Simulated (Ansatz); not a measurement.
Gas-phase electronic energies from Ansatz, PBE0-D4/def2-TZVP geometries. CCSD(T)/CBS adds triple-zeta CCSD(T) − MP2 to the extrapolated MP2 energy (def2 sets, frozen cores). This one scheme is used for every species. Functionals use def2-TZVPP. B3LYP here is the variant with VWN-RPA as its local correlation; programs differ in this. For Se outer-core shells are correlated without core-valence functions, which leaves a few kJ/mol of doubt a bond. Scalar relativity is left out up to krypton. Each species was taken in one conformer, which may not be the lowest.

Reaction (substitution at a C–Se bond): `FC([SiH3])[SeH]` + `N#CO` → `N#COC(F)[SiH3]` + H₂Se

(1) Is it downhill or uphill in electronic energy at CCSD(T)/CBS, and by how much? (An estimate is asked.)

(2) What do these levels give: r2SCAN-D4, B3LYP-D4, ωB97X-V, CCSD/def2-TZVPP, CCSD(T)/def2-TZVPP, CCSD/CBS(def2)? (Best estimate.)

Largest T1 diagnostic among the species: 0.014.

Results:

(1) Computed: Uphill: ΔE = +6.8 kcal/mol.

(2) Ansatz gave: r2SCAN-D4 6.0, B3LYP-D4 5.5, ωB97X-V 4.6, CCSD/def2-TZVPP 5.1, CCSD(T)/def2-TZVPP 5.6, CCSD/CBS(def2) 6.3 kcal/mol.

The D4 term adds +0.9 kcal/mol with B3LYP and +0.4 kcal/mol with PBE0; it sums over pairs of atoms, weighted by their polarisabilities, and B3LYP, whose exchange is more repulsive, gets the larger term. In def2-TZVPP, CCSD(T) changes the Hartree–Fock value by +4.4 kcal/mol (the triples alone add +0.5 kcal/mol) and MP2 by +6.2 kcal/mol.
